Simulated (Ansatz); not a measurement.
Molecule: bromo(trifluoro)silane, sum formula SiBrF3 (charge 0, singlet). 
Coordinates optimised at B3LYP-D3(BJ)/def2-TZVP (Ansatz, an electronic-structure program):
SMILES: F[Si](F)(F)Br
```xyz
5

Si    -0.8040     0.0066    -0.0465
F     -1.3319     1.4683    -0.2906
F     -1.4396    -0.5327     1.2877
F     -1.2970    -0.9021    -1.2322
Br     1.3678    -0.0113     0.0790
```

CCSD(T) with Ansatz in growing basis sets, 32 correlated electrons. Valence correlation only, unless marked. UHF or UKS for open shells. No spin-orbit coupling. The frozen core is the preceding noble-gas configuration, with the filled d and f shells of earlier blocks. Non-relativistic. Costs are ratios of core time to the smallest set, on shared machines of one kind, and rough; they hold the program's checks for lower states.

| basis | functions | cost over smallest | E(corr) (Eh) | electronic atomisation energy (kcal/mol) |
|---|---|---|---|---|
| def2-SVPD | 134 | 1× | -0.8304 | 461.9 |
| def2-TZVPPD | 225 | 5× | ? | ? |

Problem. What does the step to def2-TZVPPD buy, and how does its cost grow by formal scaling?

Solution. Formally CCSD grows as o²v⁴ and (T) as o³v⁴; with o = 16 and v going from 96 to 187 both grow 14-fold in the last step, while integrals and the mean field grow more slowly. That step adds 236.7 mEh of correlation energy and 31.6 kcal/mol to the atomisation energy. Row: E(corr) (Eh) -1.0670, electronic atomisation energy (kcal/mol) 493.5.
